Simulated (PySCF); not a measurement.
## Bond curve of KZn⁺

Set-up: PySCF, spin-free X2C with a Gaussian nucleus, basis sets K x2c-SVPall, Zn x2c-SVPall. Energies in eV from K⁺ + Zn in their ground configurations at the same level. State: ¹Σ⁺ (singlet), closed shell.

```json
{"R (Å)": "3.063", "RHF-CCSD": "", "r²SCAN": "-0.0996"}
{"R (Å)": "3.206", "RHF-CCSD": "-0.2040", "r²SCAN": "-0.1582"}
{"R (Å)": "3.348", "RHF-CCSD": "-0.2420", "r²SCAN": "-0.1893"}
{"R (Å)": "3.455", "RHF-CCSD": "-0.2549", "r²SCAN": "-0.2001"}
{"R (Å)": "3.562", "RHF-CCSD": "-0.2582", "r²SCAN": "-0.2033"}
{"R (Å)": "3.669", "RHF-CCSD": "-0.2544", "r²SCAN": "-0.2012"}
{"R (Å)": "3.811", "RHF-CCSD": "-0.2418", "r²SCAN": "-0.1926"}
{"R (Å)": "3.989", "RHF-CCSD": "-0.2189", "r²SCAN": "-0.1764"}
{"R (Å)": "4.203", "RHF-CCSD": "-0.1873", "r²SCAN": "-0.1534"}
{"R (Å)": "4.488", "RHF-CCSD": "", "r²SCAN": "-0.1221"}
```

Task: Put a parabola through the three lowest points of the RHF-CCSD curve and estimate Re, k and ωe (reduced mass 24.21 u; 1 eV/Å² = 0.16022 mdyn/Å; ωe = 1302.8·√(k/μ) cm⁻¹).

Result: Through R = 3.455, 3.562, 3.669 Å the second-order coefficient is 0.310 eV/Å², so Re ≈ 3.558 Å, k ≈ 0.0994 mdyn/Å and ωe ≈ 83 cm⁻¹. A polynomial fit of higher order to the unrounded RHF-CCSD energies gives Re = 3.552 Å, k = 0.102 mdyn/Å, ωe = 84.4 cm⁻¹; anharmonicity and rounding make the difference.

The higher-order fit for each curve: RHF-CCSD: Re = 3.552 Å, ωe = 84.4 cm⁻¹, De = 0.258 eV; r²SCAN: Re = 3.567 Å, ωe = 72.1 cm⁻¹, De = 0.203 eV.

Correlated steps freeze 10 core orbitals. Closed-shell solutions of metal pairs were not tested for spin polarisation, which can lower them a little. The bond is weak. Basis-set superposition, not corrected here, can be much of De in a small basis, most of all at correlated wavefunction levels. For an ion De counts to the pair picked by the measured ionisation energies or electron affinities, which need not be the lowest pair at this level.
